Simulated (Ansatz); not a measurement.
F3HSeZr, SMILES `[F][Zr]([F])([F])[SeH]` at its PBE0-D4/def2-TZVP geometry, where that method's forces vanish. Total charge 0; spin multiplicity 1. Zr: def2 effective core potential.

```xyz
6

F     0.2950   -1.6594   -1.1565
Zr   -0.3152    0.0096   -0.5108
F    -0.4185    1.2895   -1.8931
F    -2.0012   -0.2798    0.2942
Se    1.3415    0.9303    1.2379
H     1.0985   -0.2903    2.0283
```

Question: What forces (eV/Å) does B3LYP-D4/def2-TZVPP give on these atoms in the Gaussian-basis code of Ansatz? (An estimate is asked.)

Answer: The calculation gave: 
```
F1   0.109 -0.277 -0.103
Zr2  0.032  0.021  0.029
F3  -0.010  0.222 -0.227
F4  -0.280 -0.045  0.142
Se5  0.149  0.115  0.126
H6  -0.001 -0.036  0.033
```

B3LYP here is the variant with VWN-RPA as its local correlation; programs differ in this.
